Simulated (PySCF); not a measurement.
C6H7F2 (charge +1).
Numbering: `[F:1][CH:2]([F:3])[C:4]1=[CH:5][CH+:6][CH2:7][CH2:8]1` (hydrogens: H9 on C2; H10 on C5; H11 on C6; H12, H13 on C7; H14, H15 on C8)

Geometry (GFN2-xTB, Å), atoms numbered from 1 in this order:
```xyz
15
C6H7F2 angstrom
F      2.574   -1.058    0.059
C      2.084    0.190   -0.047
F      2.561    0.738   -1.174
C      0.586    0.169   -0.047
C     -0.235    1.159   -0.569
C     -1.551    0.775   -0.402
C     -1.646   -0.517    0.263
C     -0.202   -0.938    0.494
H      2.468    0.782    0.811
H      0.106    2.063   -1.042
H     -2.408    1.346   -0.727
H     -2.236   -0.445    1.185
H     -2.212   -1.233   -0.347
H      0.040   -1.151    1.542
H      0.067   -1.872   -0.021
```

The closed-shell SCF was solved with PySCF and density fitting under several settings on one GFN2-xTB geometry (grid level 2 and gas phase unless stated).

```tsv
settings	basis functions	SCF cycles	E (Eh)	HOMO (eV)	LUMO (eV)
PBE0/pcSseg-1	171	14	-431.7080	-14.52	-9.05
B3LYP/def2-SVPD	222	13	-431.9235	-14.32	-9.21
B97-D/def2-SVPD, damping 0.1 at the start, DIIS from the seventh cycle, start guess atom	222	23	-431.6454	-12.95	-9.76
BHandHLYP/pcSseg-0, IEF-PCM tetrahydrofuran, fitting basis def2-qzvpp-jkfit	86	10	-431.0660	-11.69	-4.09
PBE0/pcSseg-0, level shift 0.1 Eh	86	10	-430.7583	-14.57	-9.31
OPBE/6-31G	86	14	-431.9262	-12.62	-9.77
```

Q: Estimate the row for these settings: PBE0/pcseg-1, fitting basis def2-qzvpp-jkfit.

A: 
```
                                    settings  basis functions  SCF cycles     E (Eh)  HOMO (eV)  LUMO (eV)
PBE0/pcseg-1, fitting basis def2-qzvpp-jkfit              147          10  -431.6602     -14.56      -9.08
```

Q: Over all rows, what range does the HOMO–LUMO gap span?

A: From 2.85 eV (OPBE/6-31G) to 7.60 eV (BHandHLYP/pcSseg-0, IEF-PCM tetrahydrofuran, fitting basis def2-qzvpp-jkfit). The functional of the narrowest has no exact exchange, that of the widest 50 % exact exchange.

Q: Compare two rows with the functional PBE0: PBE0/pcSseg-1 and PBE0/pcseg-1, fitting basis def2-qzvpp-jkfit. Which energy is lower, and by how much?

A: PBE0/pcSseg-1 (171 functions) lies 0.0478 Eh or 30 kcal/mol below PBE0/pcseg-1, fitting basis def2-qzvpp-jkfit (147 functions).

B97-D ran without the empirical dispersion term, which would shift the total energy alone. Cycle counts include a coarse-grid stage where the run had one. One conformer (not necessarily the lowest) at the GFN2-xTB geometry, without vibrations or thermal averaging.
